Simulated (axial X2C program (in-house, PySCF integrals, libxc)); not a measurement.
**Excited states of AuB by EOM-EE-CCSD**

Calculated with an in-house all-electron X2C program for linear molecules (integrals from PySCF): two-component X2C with atomic mean-field Coulomb and Gaunt terms, Gaussian nuclei, basis Au dyall-acv3z, B dyall-av3z with contracted cores.

R = 1.915 Å (near the PBE0 minimum at charge 0 of the determinant lowest at the starting distance; the state shown can have its own minimum elsewhere).

Hartree–Fock spinors of AuB (one of each Kramers pair; a window near the gap, which can cut inner shells):

```tsv
ω	occupied	ε (eV)	character
3/2	yes	-14.89	97% Au d
1/2	yes	-14.62	85% Au d, 5% B s, 4% B p
3/2	yes	-13.36	93% Au d, 4% B p
5/2	yes	-12.97	98% Au d
1/2	yes	-11.98	46% Au d, 27% B s, 15% Au s
1/2	yes	-7.77	54% B p, 26% Au s, 7% B s
1/2	no	0.11	46% Au p, 25% Au s, 23% B p
1/2	no	0.23	62% Au p, 23% Au s, 13% B p
3/2	no	0.25	78% Au p, 21% B p
1/2	no	0.47	80% Au p, 15% Au s, 4% B p
1/2	no	0.58	60% Au p, 23% B p, 14% Au s
3/2	no	0.66	57% Au p, 39% B p, 3% Au d
```

Vertical excitation energies from the closed-shell determinant state of AuB:

```csv
Ω,excitation (eV),cm⁻¹,hole of the leading pair,particle of the leading pair,weight of the pair (for Ω = 0 its time-reversed partner can hold as much again),singles weight
0⁻,1.627,13125,"52% B pσ, 17% B sσ, 15% Au sσ","67% B pπ, 20% Au pπ",0.47,0.96
0⁺,1.664,13422,"51% B pσ, 17% B sσ, 15% Au sσ","69% B pπ, 20% Au pπ, 6% Au dπ",0.47,0.96
1,1.729,13945,"52% B pσ, 16% B sσ, 16% Au sσ","66% B pπ, 19% Au pπ",0.58,0.96
2,1.856,14971,"51% B pσ, 18% B sσ, 14% Au sσ","71% B pπ, 17% Au pπ, 7% Au dπ",0.94,0.96
1,2.752,22194,"55% B pσ, 24% Au sσ, 8% B sσ","29% Au pσ, 20% B pσ, 16% B pπ",0.55,0.95
0⁻,2.939,23706,"55% B pσ, 22% Au sσ, 10% B sσ","39% Au pσ, 25% B pσ, 14% Au sσ",0.47,0.96
1,3.070,24757,"55% B pσ, 23% Au sσ, 9% B sσ","28% Au pσ, 23% B pπ, 17% B pσ",0.75,0.95
0⁻,4.224,34069,"36% Au dσ, 26% Au sσ, 23% B sσ","55% B pπ, 33% Au pπ",0.38,0.93
0⁺,4.273,34463,"36% Au dσ, 29% Au sσ, 23% B sσ","53% B pπ, 35% Au pπ",0.37,0.93
1,4.342,35023,"38% Au dσ, 24% B sσ, 24% Au sσ","56% B pπ, 31% Au pπ",0.43,0.93
```

This point took 51 s on 1 thread of Arm Neoverse V2, with other jobs on the host.

Reference electrons by ω block (each with its −ω partner): 1/2: 24, 3/2: 12, 5/2: 5, 7/2: 1. 14 electrons of AuB correlated (inner shells frozen), 88 natural virtual spinors (a truncated set); levels can be off by some tenths of an eV. Roots sought by Ω: (0: 5, 1: 4, 2: 3, 3: 1); the list ends where they run out and leaves out roots under 60 % singles weight. The solver can skip a root, and states that need a further excitation, which the method places far too high, are missing though they may lie low or lowest. T1 of the reference 0.036 (Lee–Taylor). Number of frozen shells: Au 5 s, 4 p, 2 d, 1 f; B 1 s. Large amplitudes in the reference (orbital relaxation or multireference character) lower the reliability.
